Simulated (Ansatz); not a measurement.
`CC[N]([AlH2])[SiH3]` → `C[SiH2][N](C)[AlH2]`  (isomerisation)

Calculated with Ansatz (gas phase, PBE0-D4/def2-TZVP geometries, no zero-point term in ΔE). CCSD(T)/CBS adds triple-zeta CCSD(T) − MP2 to the extrapolated MP2 energy (def2 sets, frozen cores). Each species was taken in one conformer, which may not be the lowest.

`CC[N]([AlH2])[SiH3]`:

Z-matrix (Å, degrees):
```
C
C 1 1.518
H 1 1.093 2 110.6
H 1 1.093 2 110.6 3 -119.9
H 1 1.092 2 111.4 3 119.9
N 2 1.468 1 113.3 3 -60.6
H 2 1.096 1 109.0 3 61.1
H 2 1.098 1 109.5 3 176.6
Si 6 1.729 2 116.9 1 -78.5
Al 6 1.785 2 119.8 1 103.4
H 9 1.491 6 113.3 2 65.6
H 9 1.485 6 108.0 2 -174.1
H 9 1.492 6 110.2 2 -54.0
H 10 1.585 6 116.2 2 1.3
H 10 1.581 6 119.2 2 -178.8
```

`C[SiH2][N](C)[AlH2]`:

```xyz
15

C     0.504    1.984    0.877
Si    0.441    0.894   -0.639
N    -0.233   -0.671   -0.320
C     0.514   -1.504    0.621
Al   -1.715   -1.288   -1.094
H     0.934    2.957    0.624
H     1.123    1.543    1.661
H    -0.497    2.150    1.284
H    -0.401    1.524   -1.692
H     1.835    0.740   -1.156
H     0.535   -1.068    1.627
H     1.554   -1.642    0.300
H     0.064   -2.497    0.709
H    -2.147   -2.765   -0.708
H    -2.511   -0.359   -2.095
```

```tsv
species	MP2/CBS(def2) energy (Eh)
`CC[N]([AlH2])[SiH3]`	-667.85873
`C[SiH2][N](C)[AlH2]`	-667.87394
```

(1) Work out ΔE.

Largest T1 diagnostic among the species: 0.012.

## Answers

(1) ΔE = (-667.87394) − (-667.85873) = -0.01521 Eh = -39.9 kJ/mol. CCSD(T)/CBS gives -38.4 kJ/mol.
